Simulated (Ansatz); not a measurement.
Ansatz (a first-principles code) input (CCSD(T)/aug-cc-pV(D+d)Z):
A basis named .json is the Basis Set Exchange file of that set.

Ansatz 0.2 input:
```yaml
crystal:
  periodic: [false, false, false]
  atoms:
    - {symbol: Si, position_ang: [0.00714127, 1.04995696, 0.80957954]}
    - {symbol: H, position_ang: [-0.41840924, 1.86076314, -0.40814884]}
    - {symbol: Si, position_ang: [0.01975272, -0.90056355, -0.58375403]}
    - {symbol: H, position_ang: [0.97687736, -0.69981080, -1.70695297]}
    - {symbol: H, position_ang: [-1.33626862, -1.10126450, -1.16589692]}
    - {symbol: H, position_ang: [0.40128468, -2.15119550, 0.11944169]}
basis:
  gaussian:
    orbitals: aug-cc-pV_D+d_Z.json
magnetization: {spin_polarized: false}
correlation: {method: ccsd_t, electrons: outside_noble_gas}
output: {forces: true}
```

Output:

```
Functional definition: HF
integrals: 0.14 GiB planned
1028 factors; integrals over basis functions are off by at most 7.7e-4 eV
mean field: 0.29 GiB planned
mean field evaluation 1: about -15784.9342 eV, gradient 1.2e1 eV
mean field evaluation 2: about -15784.9339 eV, gradient 1.2e1 eV
mean field evaluation 4: about -15786.0279 eV, gradient 1.2e0 eV
mean field evaluation 8: about -15786.0413 eV, gradient 8.0e-4 eV
mean field evaluation 16: about -15786.0413 eV, gradient 1.1e-6 eV
mean field -15786.04132042 eV, -580.1263183622 hartree, gradient 1.1e-6 eV, S^2 0.000000; 0 other end points of the search recorded, 0 dependent functions left out; unrestricted orbitals would lower it
10 core orbitals not correlated
reference -15786.04132042 eV, -580.1263183622 hartree; 6, 6 occupied and 84, 84 virtual orbitals, 1028 factors
densities: 0.50 GiB planned
second order -5.33128384 eV of doubles, -0.00000000 eV of singles
coupled cluster: 0.34 GiB planned
cycle   1  -6.29655979 eV  change   -9.7e-1 eV  update   8.4e-2
cycle   2  -6.67972827 eV  change   -3.8e-1 eV  update   3.3e-2
cycle   3  -6.70301206 eV  change   -2.3e-2 eV  update   1.1e-2
cycle   4  -6.70074005 eV  change    2.3e-3 eV  update   4.7e-3
cycle   5  -6.70062740 eV  change    1.1e-4 eV  update   1.7e-3
cycle   6  -6.70074898 eV  change   -1.2e-4 eV  update   6.9e-4
cycle   7  -6.70083386 eV  change   -8.5e-5 eV  update   2.8e-4
cycle   8  -6.70092923 eV  change   -9.5e-5 eV  update   9.9e-5
cycle   9  -6.70091186 eV  change    1.7e-5 eV  update   3.8e-5
cycle  10  -6.70090100 eV  change    1.1e-5 eV  update   1.4e-5
cycle  11  -6.70090276 eV  change   -1.8e-6 eV  update   4.8e-6
cycle  12  -6.70090260 eV  change    1.6e-7 eV  update   1.5e-6
perturbative correction -0.19853559 eV, -0.0072960483 hartree
the calculation of the forces begins
Total energy: -15792.94075860 eV, -580.3798680388 hartree
Atom 0 at     0.007141     1.049957     0.809580 Å, force     0.024179     0.057798     0.146257 eV/Å
Atom 1 at    -0.418409     1.860763    -0.408149 Å, force    -0.029947     0.074541    -0.072721 eV/Å
Atom 2 at     0.019753    -0.900564    -0.583754 Å, force     0.006930    -0.051615    -0.008670 eV/Å
Atom 3 at     0.976877    -0.699811    -1.706953 Å, force     0.086877     0.030831    -0.091710 eV/Å
Atom 4 at    -1.336269    -1.101265    -1.165897 Å, force    -0.122702    -0.005542    -0.042688 eV/Å
Atom 5 at     0.401285    -2.151196     0.119442 Å, force     0.034663    -0.106013     0.069531 eV/Å
Dipole moment:    -0.002696     0.052259     0.027248 e Å
```
